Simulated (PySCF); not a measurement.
**Electron correlation in Br (bromine, neutral)**

[Ar] 3d10 4s2 4p5, 2P determinant. All numbers are calculated (PySCF 2.14, no relativity, point nucleus, in def2-SVP (5s4p3d, 32 functions)). Frozen: [Ar] 3d10; 7 electrons correlated.

MP2 pair energies summed by pair of shells (mhartree):

```csv
pair,energy,share (%)
4p-4p,-64.82,66.5
4s-4p,-26.72,27.4
4s-4s,-5.97,6.1
```

Total MP2 correlation energy: -97.51 mhartree.

Same-spin part -24.43 and opposite-spin part -73.08 mhartree; SCS-MP2 scales them by 1/3 and 6/5 to -95.84 mhartree.

| level | correlation energy (mhartree) |
| --- | --- |
| CCSD | -112.29 |
| (T) | -1.33 |
| CCSD(T) | -113.62 |

Diagnostics: T1 = 0.0051, D1 = 0.0184, largest double amplitude 0.052.

Is a single reference adequate?

Yes, within this model without spin-orbit coupling: T1 lies below 0.03 and no double amplitude reaches 0.07.
